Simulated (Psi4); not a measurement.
Psi4 input (wB97X-D/6-311+G**):

```
memory 1500 MB

molecule {
-1 1
C     2.01116647   -0.14116608    0.71674298
C     1.15883453   -0.33527093   -0.33786334
C     0.13229414    0.46972550   -0.86666829
C    -1.15292901    0.53841472   -0.52702235
C    -1.85067398   -0.27528177    0.55290036
H     2.85268462   -0.80350910    0.88741236
H     1.92767184    0.72969003    1.35854973
H     1.37008135   -1.22551488   -0.94347189
H    -1.83038786    1.22947215   -1.04684084
H    -2.36518297    0.36225888    1.28750256
H    -2.62119744   -0.94214988    0.13588835
H    -1.12582231   -0.88877581    1.09242370
symmetry c1
no_reorient
no_com
}

set {
  basis 6-311+G**
  reference rks
  scf_type df
  df_basis_scf def2-universal-jkfit
  dft_radial_points 99
  dft_spherical_points 590
  e_convergence 1e-8
  d_convergence 1e-7
  maxiter 150
}

e = energy('wb97x-d')
print_out(f'\nFINAL {e:.10f} DIPOLE {variable("CURRENT DIPOLE")[0]:.6f} {variable("CURRENT DIPOLE")[1]:.6f} {variable("CURRENT DIPOLE")[2]:.6f}\n')
```

From the output:

```
    One-Electron Energy =                -559.7845505327480851
    Two-Electron Energy =                 237.9044266731737025
    DFT Exchange-Correlation Energy =     -20.3076845174735077
    Empirical Dispersion Energy =          -0.0040671574417624
    VV10 Nonlocal Energy =                  0.0000000000000000
    Total Energy =                       -194.6411241170243329

Computation Completed

Properties will be evaluated at   0.000000,   0.000000,   0.000000 [a0]

Properties computed using the SCF density matrix

 Multipole Moments:

 ------------------------------------------------------------------------------------
     Multipole            Electronic (a.u.)      Nuclear  (a.u.)        Total (a.u.)
 ------------------------------------------------------------------------------------

 L = 1.  Multiply by 2.5417464519 to convert [e a0] to [Debye]
 Dipole X            :         -0.8793853            0.0000002           -0.8793850
 Dipole Y            :         -0.7235947            0.0000001           -0.7235946
 Dipole Z            :          0.7422467            0.0000002            0.7422470
 Magnitude           :                                                    1.3593520

 ------------------------------------------------------------------------------------

FINAL -194.6411241170 DIPOLE -0.879385 -0.723595 0.742247

*** Psi4 exiting successfully. Buy a developer a beer!
```

The dipole moment of an ion depends on the origin.

The geometry given is a B3LYP-D3(BJ)/def2-TZVP minimum.
